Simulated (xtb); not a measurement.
xtb input file for W(O)(NH)(Cl)2 (Cl2HNOW), SMILES [NH]=[W]([Cl])([Cl])=[O], multiplicity 1, GFN2-xTB. 

```
$ xtb mol.xyz --gfn 2 --sp --chrg 0 --uhf 0 --json
$ cat mol.xyz
6

W      0.03629551     0.22478332     0.00000000
O      1.54353860     0.97031179     0.00000001
N     -1.31139275     1.37717569    -0.00000000
H     -1.88196007     2.22085051    -0.00000000
Cl    -0.11683726    -1.06639825    -1.75914371
Cl    -0.11683726    -1.06639826     1.75914371
```

Program output:

```
[banner left out]
          |                Calculation Setup                |
           -------------------------------------------------



           -------------------------------------------------
          |                 G F N 2 - x T B                 |
           -------------------------------------------------

        Reference                      10.1021/acs.jctc.8b01176
      * Hamiltonian:
        H0-scaling (s, p, d)           1.850000    2.230000    2.230000
        zeta-weighting                 0.500000
      * Dispersion:
        s8                             2.700000
        a1                             0.520000
        a2                             5.000000
        s9                             5.000000
      * Repulsion:
        kExp                           1.500000    1.000000
        rExp                           1.000000
      * Coulomb:
        alpha                          2.000000
        third order                    shell-resolved
        anisotropic                    true
        a3                             3.000000
        a5                             4.000000
        cn-shift                       1.200000
        cn-exp                         4.000000
        max-rad                        5.000000


          ...................................................
          :                      SETUP                      :
          :.................................................:
          :  # basis functions                  39          :
          :  # atomic orbitals                  36          :
          :  # shells                           14          :
          :  # electrons                        32          :
          :  max. iterations                   250          :
          :  Hamiltonian                  GFN2-xTB          :
          :  restarted?                      false          :
          :  GBSA solvation                  false          :
          :  PC potential                    false          :
          :  electronic temp.          300.0000000     K    :
          :  accuracy                    1.0000000          :
          :  -> integral cutoff          0.2500000E+02      :
          :  -> integral neglect         0.1000000E-07      :
          :  -> SCF convergence          0.1000000E-05 Eh   :
          :  -> wf. convergence          0.1000000E-03 e    :
          :  Broyden damping             0.4000000          :
          :  net charge                          0          :
          :  unpaired electrons                  0          :
          ...................................................

 iter      E             dE          RMSdq      gap      omega  full diag
   1     -8.6972028 -0.869720E+01  0.328E+01    1.05       0.0  T
   2    -10.9891781 -0.229198E+01  0.392E+01   10.67       1.0  T
   3    -15.6184992 -0.462932E+01  0.227E+01    7.48       1.0  T
   4    -18.3671964 -0.274870E+01  0.117E+01    4.51       1.0  T
   5    -18.4890077 -0.121811E+00  0.109E+01    4.51       1.0  T
   6    -18.3998580  0.891497E-01  0.112E+01    4.33       1.0  T
   7    -19.1828020 -0.782944E+00  0.429E+00    2.26       1.0  T
   8    -19.1896515 -0.684959E-02  0.342E+00    2.42       1.0  T
   9    -19.1190780  0.705736E-01  0.615E+00    2.75       1.0  T
  10    -18.5347387  0.584339E+00  0.136E+01    3.50       1.0  T
  11    -19.2204423 -0.685704E+00  0.154E+00    2.31       1.0  T
  12    -19.1553712  0.650710E-01  0.436E+00    2.74       1.0  T
  13    -19.1843430 -0.289718E-01  0.341E+00    2.66       1.0  T
  14    -19.2210048 -0.366618E-01  0.181E+00    2.47       1.0  T
  15    -19.2312563 -0.102515E-01  0.382E-01    2.43       1.0  T
  16    -19.2316726 -0.416261E-03  0.151E-01    2.41       1.0  T
  17    -19.2312631  0.409487E-03  0.344E-01    2.43       1.0  T
  18    -19.2313846 -0.121474E-03  0.287E-01    2.42       1.0  T
  19    -19.2315293 -0.144709E-03  0.210E-01    2.41       1.0  T
  20    -19.2316910 -0.161775E-03  0.716E-02    2.40       1.0  T
  21    -19.2317053 -0.142747E-04  0.192E-02    2.39       2.1  T
  22    -19.2317060 -0.676373E-06  0.985E-03    2.39       4.1  T
  23    -19.2317047  0.126187E-05  0.202E-02    2.40       2.0  T
  24    -19.2317060 -0.127515E-05  0.926E-03    2.40       4.4  T
  25    -19.2317063 -0.294994E-06  0.267E-03    2.40      15.3  T
  26    -19.2317063 -0.235556E-07  0.833E-04    2.40      49.0  T
  27    -19.2317063 -0.148941E-08  0.462E-04    2.40      88.4  T

   *** convergence criteria satisfied after 27 iterations ***

         #    Occupation            Energy/Eh            Energy/eV
      -------------------------------------------------------------
         1        2.0000           -1.1457807             -31.1783
       ...           ...                  ...                  ...
        10        2.0000           -0.4805526             -13.0765
        11        2.0000           -0.4774429             -12.9919
        12        2.0000           -0.4667292             -12.7003
        13        2.0000           -0.4582845             -12.4706
        14        2.0000           -0.4519307             -12.2977
        15        2.0000           -0.4174411             -11.3592
        16        2.0000           -0.4017037             -10.9309 (HOMO)
        17                         -0.3136667              -8.5353 (LUMO)
        18                         -0.2714172              -7.3856
        19                         -0.2492829              -6.7833
        20                         -0.2019900              -5.4964
        21                         -0.1912240              -5.2035
       ...                                ...                  ...
        36                          0.8069539              21.9583
      -------------------------------------------------------------
                  HL-Gap            0.0880370 Eh            2.3956 eV
             Fermi-level           -0.3576852 Eh           -9.7331 eV

 SCC (total)                   0 d,  0 h,  0 min,  0.015 sec
 SCC setup                      ...        0 min,  0.000 sec (  0.531%)
 Dispersion                     ...        0 min,  0.000 sec (  0.223%)
 classical contributions        ...        0 min,  0.000 sec (  0.081%)
 integral evaluation            ...        0 min,  0.002 sec ( 11.030%)
 iterations                     ...        0 min,  0.010 sec ( 67.481%)
 molecular gradient             ...        0 min,  0.003 sec ( 19.028%)
 printout                       ...        0 min,  0.000 sec (  1.485%)

         :::::::::::::::::::::::::::::::::::::::::::::::::::::
         ::                     SUMMARY                     ::
         :::::::::::::::::::::::::::::::::::::::::::::::::::::
         :: total energy             -19.152223106674 Eh    ::
         :: gradient norm              0.000279303891 Eh/a0 ::
         :: HOMO-LUMO gap              2.395609752395 eV    ::
         ::.................................................::
         :: SCC energy               -19.231702036457 Eh    ::
         :: -> isotropic ES            0.017168464878 Eh    ::
         :: -> anisotropic ES          0.001815465209 Eh    ::
         :: -> anisotropic XC          0.001466277737 Eh    ::
         :: -> dispersion             -0.005856440919 Eh    ::
         :: repulsion energy           0.079478929783 Eh    ::
         :: add. restraining           0.000000000000 Eh    ::
         :: total charge               0.000000000000 e     ::
         :::::::::::::::::::::::::::::::::::::::::::::::::::::

           -------------------------------------------------
          |                Property Printout                |
           -------------------------------------------------

    * Orbital Energies and Occupations

         #    Occupation            Energy/Eh            Energy/eV
      -------------------------------------------------------------
         1        2.0000           -1.1457807             -31.1783
       ...           ...                  ...                  ...
         4        2.0000           -0.6347264             -17.2718
         5        2.0000           -0.5332789             -14.5113
         6        2.0000           -0.5010127             -13.6333
         7        2.0000           -0.4981110             -13.5543
         8        2.0000           -0.4958759             -13.4935
         9        2.0000           -0.4841042             -13.1731
        10        2.0000           -0.4805526             -13.0765
        11        2.0000           -0.4774429             -12.9919
        12        2.0000           -0.4667292             -12.7003
        13        2.0000           -0.4582845             -12.4706
        14        2.0000           -0.4519307             -12.2977
        15        2.0000           -0.4174411             -11.3592
        16        2.0000           -0.4017037             -10.9309 (HOMO)
        17                         -0.3136667              -8.5353 (LUMO)
        18                         -0.2714172              -7.3856
        19                         -0.2492829              -6.7833
        20                         -0.2019900              -5.4964
        21                         -0.1912240              -5.2035
        22                         -0.0162504              -0.4422
        23                         -0.0162163              -0.4413
        24                         -0.0158079              -0.4302
        25                         -0.0156157              -0.4249
        26                         -0.0150382              -0.4092
        27                         -0.0029006              -0.0789
       ...                                ...                  ...
        36                          0.8069539              21.9583
      -------------------------------------------------------------
                  HL-Gap            0.0880370 Eh            2.3956 eV
             Fermi-level           -0.3576852 Eh           -9.7331 eV

     #   Z          covCN         q      C6AA      α(0)
     1  74 W        3.445     0.796   424.832    45.459
     2   8 O        0.830    -0.441    22.522     6.362
     3   7 N        1.744    -0.439    32.422     8.427
     4   1 H        0.860     0.214     1.038     1.596
     5  17 Cl       0.866    -0.065   101.144    15.386
     6  17 Cl       0.866    -0.065   101.144    15.386

 Mol. C6AA /au·bohr⁶  :       2668.235505
 Mol. C8AA /au·bohr⁸  :     192649.817189
 Mol. α(0) /au        :         92.615402


Wiberg/Mayer (AO) data.
largest (>0.10) Wiberg bond orders for each atom

 ---------------------------------------------------------------------------
     #   Z sym  total        # sym  WBO       # sym  WBO       # sym  WBO
 ---------------------------------------------------------------------------
     1  74 W    7.151 --     3 N    2.232     2 O    2.166     5 Cl   1.341
                             6 Cl   1.341
     2   8 O    2.443 --     1 W    2.166
     3   7 N    3.373 --     1 W    2.232     4 H    0.872
     4   1 H    0.954 --     3 N    0.872
     5  17 Cl   1.600 --     1 W    1.341
     6  17 Cl   1.600 --     1 W    1.341
 ---------------------------------------------------------------------------

Topologies differ in total number of bonds
Writing topology from bond orders to xtbtopo.mol

molecular dipole:
                 x           y           z       tot (Debye)
 q only:       -0.874      -0.451      -0.000
   full:       -0.691      -0.934      -0.000       2.953
molecular quadrupole (traceless):
                xx          xy          yy          xz          yz          zz
 q only:       -2.484      -4.129       1.519      -0.000      -0.000       0.965
  q+dip:       -0.279      -5.762       0.364      -0.000       0.000      -0.084
Note: The following floating-point exceptions are signalling: IEEE_UNDERFLOW_FLAG IEEE_DENORMAL
normal termination of xtb
   full:       -0.622      -5.705       0.433      -0.000       0.000       0.189


           -------------------------------------------------
          | TOTAL ENERGY              -19.152223106674 Eh   |
          | GRADIENT NORM               0.000279303891 Eh/α |
          | HOMO-LUMO GAP               2.395609752395 eV   |
           -------------------------------------------------

------------------------------------------------------------------------
------------------------------------------------------------------------
 total:
 SCF:
```

The run converged.

Cost: roughly 0.05 core-seconds.
